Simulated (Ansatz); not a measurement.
Reaction (silylene formation by 1,1-elimination): `F[SiH](F)O[SiH2]S` → `F[Si]F` + `O[SiH2]S`

Calculated with Ansatz (gas phase, PBE0-D4/def2-TZVP geometries, no zero-point term in ΔE). CCSD(T)/CBS is the MP2 limit (def2-TZVPP, def2-QZVPP) plus CCSD(T) − MP2 in def2-TZVPP, frozen cores. This one scheme is used for every species. Functionals use def2-TZVPP. B3LYP here is the variant with VWN-RPA as its local correlation; programs differ in this. Each species was taken in one conformer, which may not be the lowest.

`F[SiH](F)O[SiH2]S`:

Z-matrix (Å, degrees):
```
Si
F 1 1.581
O 1 1.598 2 109.8
F 1 1.581 2 106.8 3 118.9
H 1 1.464 2 109.5 3 -122.8
Si 3 1.637 1 161.0 2 48.8
S 6 2.121 3 111.6 1 -178.4
H 6 1.479 3 109.3 1 -62.2
H 6 1.480 3 107.8 1 60.2
H 7 1.344 6 94.4 3 -75.5
```

`F[Si]F`:

```xyz
3

F    -0.564   -0.858    0.762
Si    0.560    0.199    0.334
F     0.003    0.659   -1.096
```

`O[SiH2]S`:

Cartesian coordinates in Å:
```
O 1.311 0.601 -0.423
Si -0.192 -0.056 -0.502
S -1.137 -0.246 1.401
H 1.405 1.424 0.059
H -1.145 0.790 -1.264
H 0.011 -1.371 -1.144
H -0.253 -1.143 1.871
```

| level | ΔE (kJ/mol) | difference from CCSD(T)/CBS |
| --- | --- | --- |
| ωB97X-V | 281.8 | 1.2 |
| r2SCAN | 288.9 | 8.3 |
| B3LYP | 256.0 | -24.6 |
| HF/def2-TZVPP | 300.5 | 19.9 |
| SCS-MP2/def2-TZVPP | 285.6 | 5.0 |
| CCSD(T)/def2-TZVPP | 276.8 | -3.8 |
| HF/def2-QZVPP | 302.3 | 21.7 |
| MP2/def2-QZVPP | 293.1 | 12.5 |
| SCS-MP2/def2-QZVPP | 289.0 | 8.4 |
| CCSD/CBS(def2) | 283.7 | 3.1 |
| CCSD(T)/CBS | 280.6 | 0 |

Largest T1 diagnostic among the species: 0.015.

The D4 term adds +14.6 kJ/mol with B3LYP and +8.2 kJ/mol with PBE0; it sums over pairs of atoms, weighted by their polarisabilities, and B3LYP, whose exchange is more repulsive, gets the larger term. In def2-TZVPP, CCSD(T) changes the Hartree–Fock value by −23.6 kJ/mol (the triples alone add −3.1 kJ/mol) and MP2 by −10.2 kJ/mol. From PBE to PBE0 (25 % exact exchange), in def2-TZVPP and without D4, ΔE moves by +26.2 kJ/mol.
